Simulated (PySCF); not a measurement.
H2O2Re, SMILES [OH][Re][OH] (connectivity only; charge and spin as stated), neutral, multiplicity 4. Atoms are numbered in the order given.

```xyz
5

Re     0.0000     0.0000    -0.0080
O      0.0000     1.8822    -0.0511
H      0.0000     2.4782     0.7068
O      0.0000    -1.8822    -0.0511
H      0.0000    -2.4782     0.7068
```
Charge 0, spin multiplicity 4.

Geometry optimised at B3LYP-D3(BJ)/def2-TZVP. The multiplicity is an assumed one; other spin states were not compared. The def2 effective core potentials stand for the cores of Re; spin–orbit coupling is left out. Other conformers were not sampled.

Level of theory: PySCF with B3LYP/def2-TZVPD.

Mulliken values depend strongly on the basis, most of all with diffuse functions as here. ESP charges are fitted to the potential on shells at 1.4 to 2.0 van der Waals radii. Atomic charges (e):

```tsv
atom	ESP fit	Mulliken	Mulliken spin
Re1	0.22	0.46	3.03
O2	-0.45	-0.51	-0.04
H3	0.34	0.28	0.02
O4	-0.45	-0.51	-0.04
H5	0.34	0.28	0.02
```
